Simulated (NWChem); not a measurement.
System: GeH₂OF₂; SMILES [OH][GeH]([F])[F]

```xyz
6

Ge    -0.2651     0.0117     0.0000
O      0.3916     1.6258     0.0000
F      0.3567    -0.8579     1.3538
F      0.3567    -0.8579    -1.3538
H     -1.7811     0.0396     0.0000
H      1.3556     1.6597     0.0000
```
Atoms are numbered in this order, from 1.

STO-3G and 3-21G are far too small for this property and stand as cheap habits. Coordinates come from a PBE0/def2-SVP optimisation.

Question: Give the principal values of the shielding tensors (ppm) of Ge1, O2, F3 from Hartree-Fock/STO-3G, GIAO (NWChem), with their diamagnetic and paramagnetic parts as GIAO splits them.

Answer: 
```json
[
 {"atom": "Ge1", "σ11": "2190.8", "σ22": "2284.5", "σ33": "2294.6", "isotropic": "2256.6", "diamagnetic": "2734.9", "paramagnetic": "-478.3"},
 {"atom": "O2", "σ11": "352.7", "σ22": "478.8", "σ33": "561.7", "isotropic": "464.4", "diamagnetic": "377.9", "paramagnetic": "86.5"},
 {"atom": "F3", "σ11": "442.7", "σ22": "653.4", "σ33": "702.8", "isotropic": "599.6", "diamagnetic": "455.5", "paramagnetic": "144.2"}
]
```
